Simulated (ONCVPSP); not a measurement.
# Sn (Z = 50): one change to an ONCV potential, before and after

```
Element                 : Sn (Z = 50)
Generator               : ONCVPSP 4.0.1
Type                    : optimised norm-conserving Vanderbilt (ONCV)
Functional              : PBE
Relativity              : scalar-relativistic
Frozen core             : [Kr] 4d10
Valence charge          : 4
Reference configuration : 5s1.5 5p2.5
Partial waves           : 5s: rc 2.10 bohr, ncon 4, nbas 8, qcut 2.8 1/bohr, 2 projectors, debl 3.9 Ha; 5p: rc 2.00 bohr, ncon 4, nbas 9, qcut 4.7 1/bohr, 2 projectors, debl 1.9 Ha; d scattering state at 0.02 Ha: rc 2.25 bohr, ncon 3, nbas 8, qcut 4.5 1/bohr, 2 projectors, debl 1.2 Ha
Local potential         : polynomial inside 1.70 bohr (lpopt 5, dvloc0 0 Ha)
Core correction         : Teter function, fcfact 4.5, rcfact 1.35
```

All-electron outer shells of the reference configuration (PBE, scalar-relativistic, ld1.x):

```
shell  level (eV)  outermost node (bohr)  outermost maximum (bohr)
   4p      -90.48                   0.41                      0.79
   4d      -26.59                   0.39                      0.88
   5s      -10.99                   0.98                      2.01
   5p       -4.01                   1.09                      2.52
```

Change: s: qcut 2.1; p: qcut 3.5; d: qcut 3.4.

Cutoffs: the cutoffs (Ha) at which the residual kinetic energy of the hardest occupied pseudo-wave falls to 1 and 0.1 mHa per electron; they do not see the model core or the augmentation charge, which bear on the density cutoff. Errors are all-electron minus pseudo energies relative to the spin-unpolarised reference configuration.

**Question.** What does the change do?

**Answer.** The potential gets harder (19 Ha and 37 Ha → 33 Ha and 40 Ha); both files keep a bound ghost (d); of the 4 tests that both files solve, the error grows in 1 and shrinks in 0 by more than 15 % and 0.3 meV (median size 16.9 → 18.3 meV).

```tsv
quantity	base	changed
cutoff, loose	19 Ha	33 Ha
cutoff, tight	37 Ha	40 Ha
loose cutoff by channel	s 19 Ha, p 5.2 Ha	s 33 Ha, p 5.0 Ha
bound ghosts	d	d
GHOST(+) flags under 300 eV	s at 74.6 eV, p at 91.4 eV	s at 78.9 eV, p at 92.7 eV
error for 5s2 5p2, meV [ΔE -3.46 eV]	-3.1	-4.2
error for 5s2 5p1, meV [ΔE 3.42 eV]	-10	-11
error for 5s2 5p0, meV [ΔE 17.37 eV]	-82	-82
error for 5s1 5p2, meV [ΔE 11.07 eV]	-24	-25
s: phases at 2.13 bohr within 0.05 rad from the reference energy up to (Ha; the scan ends near 5)	2.6	2.8
p: phases at 2.03 bohr within 0.05 rad from the reference energy up to (Ha; the scan ends near 5)	3.0	3.0
d: phases at 2.29 bohr within 0.05 rad from the reference energy up to (Ha; the scan ends near 5)	3.6	3.4
rms error of d²Exc/dni dnj with the model core, mHa	0.44	0.40
```

Base: The cutoffs count occupied waves only; projector 2 of the d channel, the hardest unoccupied one, needs 63 Ha at the loose tolerance. A true bound ghost makes a file unfit for plane-wave use even where its test errors are small: the radial tests pick states by their node count and pass the ghost by.
